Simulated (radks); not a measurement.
Results of a calculation; reference values are marked as such.
Removal energies from the zinc ion Zn5+, [Ar] 3d7, by Delta-SCF beside the eigenvalue of the level emptied. Level of theory: scalar-relativistic Kohn-Sham, r2SCAN, spin-polarised, spherical densities, finite nucleus; meta-GGA in the generalised Kohn-Sham scheme; Fermi nuclear charge, rms radius of each element as measured or else 0.836 A^(1/3) + 0.57 fm (a radial shooting solver on a logarithmic mesh with Libxc functionals). Open shells are filled with parallel spins first.

| removed from | final configuration | Delta-SCF (eV) | -eigenvalue (eV) |
|---|---|---|---|
| 3d | [Ar] 3d6 | 108.19 | 95.583 |
| 3p | [Ne] 3s2 3p5 3d7 | 186.97 | 173.90 |
| 3s | [Ne] 3s1 3p6 3d7 | 235.35 | 222.14 |
| 2p | [He] 2s2 2p5 3s2 3p6 3d7 | 1143.2 | 1107.5 |
